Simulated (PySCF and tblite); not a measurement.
Values are calculated unless marked as measured or tabulated.
C8H11NO, numbered as in [CH3:1][CH2:2][C@@:3]12[CH2:4][CH2:5][C@H:6]([C:7]#[N:8])[C@@H:9]1[O:10]2.

Search: ETKDG and KDG, MMFF94s, GFN2-xTB, 90 starts; geometries at GFN2-xTB. Free energies are B3LYP-D3(BJ)/def2-SVP (IEF-PCM, acetonitrile) single points with GFN2-xTB rigid-rotor and vibrational terms (modes under about 100 cm⁻¹ blended into free rotors). Symmetry numbers and mirror images are counted. Conformers within 2.5 kcal/mol (GFN2-xTB free energy) were kept, 3 at most. Run with PySCF (density fitting) and tblite.

Rotational constants are equilibrium values for the commonest isotopes; dipoles come from the energy level named and are polarised by its solvent model.

Torsions listed: C1–C2–C3–O10. The 5-ring runs over atoms 3–4–5–6–9.

| conformer | shape | symmetry | weight % |
| --- | --- | --- | --- |
| 1 | 5-ring envelope (ring torsions -30, 31, -20, 1, 18°); 39° | C1 | 42.3 |
| 2 | 5-ring envelope (ring torsions -30, 31, -20, 1, 18°); -80° | C1 | 31.2 |
| 3 | 5-ring envelope (ring torsions -30, 31, -20, 2, 18°); 144° | C1 | 26.5 |

Sets of constants, in random order:

```
set  A (MHz)  B (MHz)  C (MHz)  abs μa (D)  abs μb (D)  abs μc (D)
  P     3611      807      733        4.92        2.87        3.53
  Q     2860      901      756        4.68        3.35        3.36
  R     3047      840      790        5.65        2.39        2.79
```

(1) Match each set to its conformer.

Answers

(1) P is conformer 2, Q is conformer 1, R is conformer 3.
